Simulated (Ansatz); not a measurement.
Abridged output of a molecular run in Ansatz:

```
Functional definition: HF
1503 factors; integrals over basis functions are off by at most 9.2e-4 eV
mean field evaluation 1: about -33315.6058 eV, gradient 3.3e1 eV
mean field evaluation 2: about -33315.9355 eV, gradient 3.4e1 eV
mean field evaluation 4: about -33318.6542 eV, gradient 3.7e0 eV
mean field evaluation 8: about -33318.7224 eV, gradient 3.0e-1 eV
mean field evaluation 16: about -33318.7229 eV, gradient 2.6e-6 eV
mean field -33318.72292530 eV, -1224.4404832632 hartree, gradient 2.6e-6 eV, S^2 0.000000; 0 other end points of the search recorded, 0 dependent functions left out
17 core orbitals not correlated: weight in the atoms' cores, before any rotation towards them, 1.000 or more for the frozen orbitals, at most 0.000 for the correlated occupied ones
reference -33318.72292530 eV, -1224.4404832632 hartree; 16, 16 occupied and 225, 225 virtual orbitals, 1503 factors
second order -24.44892195 eV of doubles, -0.00000000 eV of singles
cycle   1  -25.20055147 eV  change   -7.5e-1 eV  update   1.1e-1
cycle   2  -25.78437292 eV  change   -5.8e-1 eV  update   3.1e-2
cycle   3  -25.90708737 eV  change   -1.2e-1 eV  update   1.5e-2
cycle   4  -25.89848532 eV  change    8.6e-3 eV  update   3.4e-3
cycle   5  -25.89607992 eV  change    2.4e-3 eV  update   1.4e-3
cycle   6  -25.89634394 eV  change   -2.6e-4 eV  update   4.5e-4
cycle   7  -25.89607510 eV  change    2.7e-4 eV  update   1.6e-4
cycle   8  -25.89603763 eV  change    3.7e-5 eV  update   5.5e-5
cycle   9  -25.89606261 eV  change   -2.5e-5 eV  update   2.1e-5
perturbative correction -1.04675257 eV, -0.0384674473 hartree
Total energy: -33345.66574047 eV, -1225.4306134583 hartree
```

Its atoms:

Z-matrix (Å, degrees):
```
C
S 1 1.819
H 1 1.089 2 110.6
H 1 1.089 2 106.2 3 118.5
H 1 1.088 2 111.1 3 -122.7
Si 2 2.100 1 101.3 3 67.2
S 6 2.125 2 109.1 1 56.7
F 6 1.599 2 113.1 1 -62.2
H 6 1.477 2 106.8 1 -179.8
H 7 1.345 6 93.8 2 -160.7
```

(1) Which basis set was used?
A. def2-SVPD
B. def2-TZVPPD
C. cc-pV(D+d)Z
D. def2-TZVPP

(2) Write the keys of the input that set method, charge and spin (a neutral closed shell needs none for the last two).

Answers

(1) D. It gives 258 functions.

(2) 
```yaml
correlation: {method: ccsd_t}
```
